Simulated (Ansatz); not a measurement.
The cluster Hg₂S₃⁺. Total charge 1; doublet. Geometry r2SCAN-D4/def2-SVP, that of the neutral singlet; atoms count from 1.

```xyz
5

Hg    0.707    0.669    1.256
Hg    0.399   -0.545   -1.437
S     2.481    0.274   -0.408
S    -1.623   -0.224    1.318
S    -1.964   -0.174   -0.729
```

In the def2 sets Hg takes a core potential; there is no spin–orbit coupling. The structure comes from a short search, and lower isomers may exist.

Estimate the Mulliken populations from the PBE0/def2-TZVP orbitals of Ansatz.


```tsv
atom	charge (e)	spin (α − β)	d electrons
Hg1	0.63	0.01	9.91
Hg2	0.63	0.01	9.91
S3	-0.30	-0.01	–
S4	0.02	0.50	–
S5	0.02	0.50	–
```
Mulliken values and Mayer orders depend strongly on the basis.

Where does the spin sit?

Summed by element: Hg 0.01, S 0.99, of 1 unpaired in all. Largest on single atoms: S4 0.50, S5 0.50, S3 -0.01.

And the Mayer bond orders between bonded heavy atoms (over 0.3)?

Hg1–S3 0.97 (2.46 Å); Hg1–S4 0.66 (2.50 Å); Hg2–S3 0.97 (2.46 Å); Hg2–S5 0.66 (2.50 Å); S4–S5 1.56 (2.07 Å).
